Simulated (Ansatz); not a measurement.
The same carbene extrusion along the group B, Al, In.

Program: Ansatz. Geometries: PBE0-D4/def2-TZVP. ΔE: electronic, gas phase. CCSD(T)/CBS is the MP2 limit (def2-TZVPP, def2-QZVPP) plus CCSD(T) − MP2 in def2-TZVPP, frozen cores. This one scheme is used for every species. Functionals use def2-TZVPP. Triplets are unrestricted, without spin–orbit coupling. def2 core potentials past Kr. For Br, In outer-core shells are correlated without core-valence functions, which leaves a few kJ/mol of doubt a bond. Scalar relativity is left out up to krypton. Each species was taken in one conformer, which may not be the lowest.

```tsv
reaction	PBE0-D4 (kJ/mol)	MP2/CBS(def2) (kJ/mol)	PBE-D4 (kJ/mol)	revPBE-D4 (kJ/mol)
`COB(F)Br` → `[CH2]` (triplet) + `OB(F)Br`	381	392	391	377
`C[O][Al]([F])[Br]` → `[CH2]` (triplet) + `[OH][Al]([F])[Br]`	375	382	385	370
`C[O][In]([F])[Br]` → `[CH2]` (triplet) + `[OH][In]([F])[Br]`	372	381	383	368
```

Task: Give the CCSD(T)/CBS values in the same order. (Best estimate.)

Result: The calculation gave: 383, 375, 374 kJ/mol.

Largest T1 diagnostic: 0.015, for `C[O][In]([F])[Br]`.
